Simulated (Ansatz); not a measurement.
Reactions of C3H5AlS (`CSC#[C][AlH2]`).

Calculated with Ansatz (gas phase, PBE0-D4/def2-TZVP geometries, no zero-point term in ΔE). CCSD(T)/CBS is the MP2 limit (def2-TZVPP, def2-QZVPP) plus CCSD(T) − MP2 in def2-TZVPP, frozen cores. This one scheme is used for every species. DFT in def2-TZVPP. For Ga outer-core shells are correlated without core-valence functions, which leaves a few kJ/mol of doubt a bond. Scalar relativity is left out up to krypton. Each species was taken in one conformer, which may not be the lowest.

```json
{"reaction": "`CSC#[C][AlH2]` + `[OH][GaH2]` → `[AlH2][O][GaH2]` + `C#CSC`", "r2SCAN-D4 (kJ/mol)": "-71", "PBE0-D4 (kJ/mol)": "-69", "ωB97X-V (kJ/mol)": "-80", "ωB97M-V (kJ/mol)": "-79"}
{"reaction": "`CSC#[C][AlH2]` + `C[SiH2]B[SiH3]` → `C[SiH2][B]([AlH2])[SiH3]` + `C#CSC`", "r2SCAN-D4 (kJ/mol)": "78", "PBE0-D4 (kJ/mol)": "68", "ωB97X-V (kJ/mol)": "75", "ωB97M-V (kJ/mol)": "77"}
{"reaction": "`CSC#[C][AlH2]` + `[OH][AlH2]` → `[OH][AlH][AlH2]` + `C#CSC`", "r2SCAN-D4 (kJ/mol)": "82", "PBE0-D4 (kJ/mol)": "66", "ωB97X-V (kJ/mol)": "72", "ωB97M-V (kJ/mol)": "83"}
{"reaction": "`CSC#[C][AlH2]` + `BN` → `B[NH][AlH2]` + `C#CSC`", "r2SCAN-D4 (kJ/mol)": "3", "PBE0-D4 (kJ/mol)": "1", "ωB97X-V (kJ/mol)": "-6", "ωB97M-V (kJ/mol)": "-7"}
{"reaction": "`CSC#[C][AlH2]` + `BBO` → `BB[O][AlH2]` + `C#CSC`", "r2SCAN-D4 (kJ/mol)": "-57", "PBE0-D4 (kJ/mol)": "-55", "ωB97X-V (kJ/mol)": "-64", "ωB97M-V (kJ/mol)": "-64"}
```

(1) Give the CCSD(T)/CBS values in the same order. (Best estimate.)

Largest T1 diagnostic: 0.015, for `[OH][GaH2]`.

## Answers

(1) Computed: -78, 74, 74, -7, -63 kJ/mol.
